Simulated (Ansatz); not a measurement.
C₄F₅ (SMILES FC(F)=[C]C(F)=C(F)F), doublet (typed; the unrestricted solution is spin-contaminated), geometry from GFN2-xTB. Base run: HF/6-31G** run with Ansatz (an electronic-structure program).

Geometry (Å):
```xyz
9

F      2.7530     0.8414     0.2736
C      1.8662    -0.1297     0.4467
F      2.3900    -1.0552     1.2396
C      0.6683    -0.1462    -0.0359
C     -0.5459    -0.2072    -0.6119
F     -0.6792    -0.7943    -1.8148
C     -1.7133     0.2962    -0.0624
F     -2.8965     0.2328    -0.6316
F     -1.7508     0.9000     1.1090
```
Charge 0, spin multiplicity 2.
Orbitals are unrestricted.
All else is at Ansatz's defaults.
Base energy -648.52062 Eh.

The base run was repeated with changes; each row names its change, and settings that it needs were set with it.

```
change                                                           ΔE vs base (kcal/mol)
---------------------------------------------------------------  ---------------------
base                                                                             0.000
point_charge = charge:0.5 position_ang:1.6759, -0.5088, -5.7333                 -0.418
lower_state_search = off                                                         0.000
point_charge = charge:1.0 position_ang:5.3933, 2.3242, 1.1623                    -4.01
lower_state_search = full                                                        0.000
forces = on                                                                      0.000
nuclear_model = gaussian                                                         0.078
point_charge = charge:-1.0 position_ang:0.3505, 5.9652, 0.0514                   -1.46
fitting.mean_field = cc-pVTZ-JKFIT                                               0.139
accuracy = high                                                                 -0.008
lower_state_search = light                                                       0.000
```
